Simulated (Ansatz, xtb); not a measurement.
Isomers of C5H7ClF2 in order of energy

9 gas-phase structures of C5H7ClF2, from a drawn sample of its isomers (lower ones may exist). Each was relaxed with GFN2-xTB; where two conformers were screened, the lower at r2SCAN-D4/def2-SVP is listed:

A. `FC[C@]1(Cl)C[C@@H](F)C1`, a singlet
B. `C[C@H](Cl)/C(=C\F)CF`, a singlet
C. `F[C@@H]1CC[C@@](F)(Cl)C1`, a singlet
D. `FC/C=C(\Cl)CCF`, a singlet
E. `CC[C@H](Cl)C=C(F)F`, a singlet
F. `FC(F)(Cl)C1CCC1`, a singlet
G. `C/C=C(\C)C(F)(F)Cl`, a singlet
H. `C[C@H](/C=C/Cl)C(F)F`, a singlet
I. `C/C=C\CC(F)(F)Cl`, a singlet

Question: Make a reasoned guess at their ranking by r2SCAN-D4/def2-SVP single-point energy.

Answer: Calculated order at r2SCAN-D4/def2-SVP: C (0.0), G (9.4), I (11.8), F (13.3), H (15.8), E (17.3), A (22.4), B (23.9), D (27.0) kcal/mol.

Energies above the lowest of each column, in kcal/mol; the last columns are at B3LYP-D3(BJ)/def2-SVP geometries and were run for some of them only (a dash: not run or not comparable):

```tsv
structure	GFN2-xTB	HF/STO-3G	r2SCAN-D4/def2-SVP	B3LYP-D3(BJ)/def2-SVP	CCSD(T)/def2-SVP + ΔMP2/def2-TZVPP
C	0.0	0.0	0.0	0.0	0.0
G	24.6	36.0	9.4	8.4	12.1
I	28.1	40.0	11.8	10.3	12.9
F	17.2	17.6	13.3	13.7	–
H	25.9	45.4	15.8	13.2	–
E	26.1	35.3	17.3	14.9	–
A	16.5	27.6	22.4	–	–
B	28.5	46.9	23.9	–	–
D	26.5	52.8	27.0	–	–
```

Every level run on C puts it lowest or level with the lowest. Flexible structures stand in one conformer each, not always the lowest. Frequencies (GFN2-xTB) were run for C, G, I alone. ΔMP2 is the change of the MP2 energy from the smaller to the larger basis.

Over these structures GFN2-xTB departs from r2SCAN-D4/def2-SVP by 6.0 kcal/mol on average once a common shift is removed. A GFN2-xTB relaxation took about 0.11 s and the r2SCAN-D4/def2-SVP energy about 2.2 s on a shared host (Ansatz 0.2.0, xtb 6.7.1).
